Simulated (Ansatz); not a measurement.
A run on `COC1(OC)CCCCC1` with other settings.

```yaml
crystal:
  periodic: [false, false, false]
  atoms:
    - {symbol: C, position_ang: [0.934762, -2.549148, -0.984827]}
    - {symbol: O, position_ang: [0.248241, -1.925043, 0.074362]}
    - {symbol: C, position_ang: [0.062922, -0.534153, -0.042217]}
    - {symbol: O, position_ang: [-0.704235, -0.227556, -1.187531]}
    - {symbol: C, position_ang: [-2.009180, -0.752985, -1.217069]}
    - {symbol: C, position_ang: [-0.619191, -0.115187, 1.253085]}
    - {symbol: C, position_ang: [-0.836348, 1.387889, 1.318361]}
    - {symbol: C, position_ang: [0.478644, 2.135123, 1.148702]}
    - {symbol: C, position_ang: [1.171352, 1.731234, -0.144045]}
    - {symbol: C, position_ang: [1.370959, 0.223979, -0.228452]}
    - {symbol: H, position_ang: [0.558643, -2.222403, -1.959286]}
    - {symbol: H, position_ang: [0.763494, -3.620783, -0.879162]}
    - {symbol: H, position_ang: [2.013683, -2.363393, -0.939531]}
    - {symbol: H, position_ang: [-2.356733, -0.670720, -2.247378]}
    - {symbol: H, position_ang: [-2.028498, -1.805076, -0.916780]}
    - {symbol: H, position_ang: [-2.693633, -0.187833, -0.573736]}
    - {symbol: H, position_ang: [0.025805, -0.439898, 2.074748]}
    - {symbol: H, position_ang: [-1.556184, -0.666301, 1.361838]}
    - {symbol: H, position_ang: [-1.307745, 1.652016, 2.269227]}
    - {symbol: H, position_ang: [-1.529493, 1.693602, 0.526743]}
    - {symbol: H, position_ang: [0.307847, 3.215514, 1.164807]}
    - {symbol: H, position_ang: [1.133420, 1.908253, 1.999838]}
    - {symbol: H, position_ang: [0.566616, 2.054710, -0.996793]}
    - {symbol: H, position_ang: [2.138821, 2.234202, -0.231961]}
    - {symbol: H, position_ang: [2.061254, -0.113148, 0.551877]}
    - {symbol: H, position_ang: [1.804767, -0.042924, -1.194812]}
basis:
  gaussian: {orbitals: 6-31G, fitting: {mean_field: cc-pVTZ-jkfit}}
hamiltonian: {xc: {name: PBEsol}, dispersion: d4}
output: {forces: true}
```

```sh
$ ansatz run in.yaml --threads 4 --pin off --events-out ev --progress --plain --max-ram 63488MiB --backend cpu
```

Output, abridged:

```
Functional definition: PBEsol
1270 factors; integrals over basis functions are off by at most 1.3e-3 eV
mean field evaluation 1: about -12563.8241 eV, gradient 8.3e1 eV
mean field evaluation 2: about -12543.3957 eV, gradient 1.2e2 eV
mean field evaluation 4: about -12580.4816 eV, gradient 8.1e0 eV
mean field evaluation 8: about -12580.6023 eV, gradient 2.0e-1 eV
mean field evaluation 16: about -12580.6024 eV, gradient 6.8e-5 eV
mean field -12580.60235935 eV, -462.3286092676 hartree, gradient 6.8e-5 eV, S^2 0.000000; 0 other end points of the search recorded, 0 dependent functions left out
reference -12580.60238915 eV, -462.3286103627 hartree; 40, 40 occupied and 82, 82 virtual orbitals, 1270 factors
Total energy: -12580.86076034 eV, -462.3381053288 hartree
Atom 0 at     0.934762    -2.549148    -0.984827 Å, force     0.484578    -0.514761    -0.640482 eV/Å
Atom 1 at     0.248241    -1.925043     0.074362 Å, force    -0.567859    -0.702450     1.173375 eV/Å
Atom 2 at     0.062922    -0.534153    -0.042217 Å, force     0.512890     0.900463     0.876230 eV/Å
Atom 3 at    -0.704235    -0.227556    -1.187531 Å, force     0.614993     0.839105    -1.088721 eV/Å
Atom 4 at    -2.009180    -0.752985    -1.217069 Å, force    -0.914690    -0.272783    -0.105206 eV/Å
Atom 5 at    -0.619191    -0.115187     1.253085 Å, force     0.030572     0.065209    -0.106809 eV/Å
Atom 6 at    -0.836348     1.387889     1.318361 Å, force     0.107332    -0.081669     0.024560 eV/Å
Atom 7 at     0.478644     2.135123     1.148702 Å, force    -0.055615    -0.049884    -0.094397 eV/Å
Atom 8 at     1.171352     1.731234    -0.144045 Å, force     0.022619    -0.066313     0.080227 eV/Å
Atom 9 at     1.370959     0.223979    -0.228452 Å, force    -0.169553     0.079080    -0.020134 eV/Å
Atom 10 at     0.558643    -2.222403    -1.959286 Å, force    -0.142623     0.164837    -0.442285 eV/Å
Atom 11 at     0.763494    -3.620783    -0.879162 Å, force    -0.055173    -0.418431     0.035548 eV/Å
Atom 12 at     2.013683    -2.363393    -0.939531 Å, force     0.475571     0.055239    -0.040089 eV/Å
Atom 13 at    -2.356733    -0.670720    -2.247378 Å, force    -0.143949     0.032718    -0.395187 eV/Å
Atom 14 at    -2.028498    -1.805076    -0.916780 Å, force    -0.013630    -0.465700     0.162620 eV/Å
Atom 15 at    -2.693633    -0.187833    -0.573736 Å, force    -0.342784     0.211651     0.277880 eV/Å
Atom 16 at     0.025805    -0.439898     2.074748 Å, force     0.286617    -0.154852     0.358293 eV/Å
Atom 17 at    -1.556184    -0.666301     1.361838 Å, force    -0.430735    -0.275342     0.046297 eV/Å
Atom 18 at    -1.307745     1.652016     2.269227 Å, force    -0.219222     0.118424     0.420863 eV/Å
Atom 19 at    -1.529493     1.693602     0.526743 Å, force    -0.311263     0.123748    -0.394668 eV/Å
Atom 20 at     0.307847     3.215514     1.164807 Å, force    -0.072121     0.483463     0.011610 eV/Å
Atom 21 at     1.133420     1.908253     1.999838 Å, force     0.295080    -0.112943     0.385624 eV/Å
Atom 22 at     0.566616     2.054710    -0.996793 Å, force    -0.297089     0.101017    -0.391897 eV/Å
Atom 23 at     2.138821     2.234202    -0.231961 Å, force     0.434317     0.233805    -0.041386 eV/Å
Atom 24 at     2.061254    -0.113148     0.551877 Å, force     0.287259    -0.162458     0.365105 eV/Å
Atom 25 at     1.804767    -0.042924    -1.194812 Å, force     0.184477    -0.131172    -0.456971 eV/Å
Dipole moment:    -0.030369    -0.007286    -0.051626 e Å
```

It took 1.8 s on 4 threads of an AMD EPYC 7R13 on a shared host, with 0.24 GiB of host memory at the peak.
